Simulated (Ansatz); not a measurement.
C2Cl2FI, SMILES `F/C(Cl)=C(\Cl)I`. Charge 0, multiplicity 1. I: def2 effective core potential. The geometry is a stationary point of PBE0-D4/def2-TZVP.

```xyz
6

F    -0.674    0.302   -1.696
C    -0.430    0.412   -0.403
Cl   -1.266    1.696    0.319
C     0.397   -0.430    0.217
Cl    1.157   -1.673   -0.672
I     0.817   -0.308    2.235
```

(1) What is the dipole moment at r2SCAN/def2-TZVPP? (An estimate is asked.)

(2) And with PBE, B3LYP, ωB97M-V? (Estimate.)

(3) Give the Mulliken charges with r2SCAN, B3LYP, PBE in def2-TZVPP. (An estimate is asked.)

Answers

(1) Ansatz gave: 0.79 D, with components (-0.08, 0.33, 0.71) D in this frame, pointing from negative to positive charge.

(2) The calculation gave: PBE 0.76 D, B3LYP 0.92 D, ωB97M-V 0.93 D.

(3) Computed: 
| atom | r2SCAN | B3LYP | PBE |
| --- | --- | --- | --- |
| F1 | -0.14 | -0.15 | -0.11 |
| C2 | 0.21 | 0.21 | 0.16 |
| Cl3 | -0.03 | -0.02 | -0.02 |
| C4 | -0.04 | -0.08 | -0.06 |
| Cl5 | -0.05 | -0.05 | -0.04 |
| I6 | 0.06 | 0.09 | 0.07 |

B3LYP here is the variant with VWN-RPA as its local correlation; programs differ in this.
